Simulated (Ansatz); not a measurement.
Cost and result up the ladder for GeHMe2(OMe) (C₃H₁₀GeO) (15 atoms). The state is a singlet with charge 0. Geometry: PBE0-D4/def2-SVP.

```xyz
15

C     0.296    1.662    0.680
C    -2.211   -0.026   -0.470
C     1.868   -1.324   -0.495
Ge   -0.466   -0.106    0.369
O     0.555   -0.984   -0.813
H    -0.477   -0.933    1.680
H     0.348    2.219   -0.267
H     1.309    1.589    1.100
H    -0.329    2.229    1.387
H    -2.147    0.544   -1.408
H    -2.939    0.464    0.192
H    -2.568   -1.039   -0.701
H     2.515   -0.440   -0.324
H     2.305   -1.889   -1.336
H     1.941   -1.966    0.406
```

Ansatz on 4 threads of Arm Neoverse V2 on a shared host. Times are rough, and most runs start from the orbitals of an earlier one. ωB97M-V/def2-TZVP serves as the yardstick here, not as an exact answer. Differences are given only for rows in sets of like size (and for xTB, whose basis is part of the method), since another set adds its own error. Binding counts from free atoms at the same level (C triplet, Ge triplet, O triplet, H doublet; other spins of the atoms weren't run), without zero-point energy or a counterpoise term.

Correlated methods freeze 13 core orbitals; core or outer-core shells of Ge are correlated, in sets that lack core-valence functions. The rows differ in basis, and correlated rows in double-zeta sets carry the largest basis error. Another isomer (singlet) lies 0.89 eV lower at PBE0-D4/def2-TZVP; other spin states weren't run for this one.

Correlated methods converge slowly with the basis, most of all in double-zeta sets.

```csv
level,functions,wall time
PBE-D4/def2-SVP,138,1.4 s
PBE0-D4/def2-SVP,138,1.8 s
BLYP-D4/def2-TZVP,232,2.3 s
PBE-D4/def2-TZVP (with forces),232,2.7 s
MP2/def2-TZVP,232,3.4 s
PBE0-D4/def2-TZVP,232,3.5 s
r2SCAN-D4/def2-TZVP,232,4.7 s
ωB97M-V/def2-TZVP,232,11 s
CCSD(T)/def2-SVP,138,24 s
```

Estimate what each level gives for the binding energy per atom (eV).


```json
{"level": "PBE-D4/def2-SVP", "binding energy per atom (eV)": "3.83", "difference from ωB97M-V/def2-TZVP (eV)": "–"}
{"level": "PBE0-D4/def2-SVP", "binding energy per atom (eV)": "3.79", "difference from ωB97M-V/def2-TZVP (eV)": "–"}
{"level": "BLYP-D4/def2-TZVP", "binding energy per atom (eV)": "3.74", "difference from ωB97M-V/def2-TZVP (eV)": "-0.02"}
{"level": "PBE-D4/def2-TZVP (with forces)", "binding energy per atom (eV)": "3.81", "difference from ωB97M-V/def2-TZVP (eV)": "0.05"}
{"level": "MP2/def2-TZVP", "binding energy per atom (eV)": "3.68", "difference from ωB97M-V/def2-TZVP (eV)": "-0.09"}
{"level": "PBE0-D4/def2-TZVP", "binding energy per atom (eV)": "3.77", "difference from ωB97M-V/def2-TZVP (eV)": "0.00"}
{"level": "r2SCAN-D4/def2-TZVP", "binding energy per atom (eV)": "3.78", "difference from ωB97M-V/def2-TZVP (eV)": "0.01"}
{"level": "ωB97M-V/def2-TZVP", "binding energy per atom (eV)": "3.77", "difference from ωB97M-V/def2-TZVP (eV)": "0.00"}
{"level": "CCSD(T)/def2-SVP", "binding energy per atom (eV)": "3.60", "difference from ωB97M-V/def2-TZVP (eV)": "–"}
```
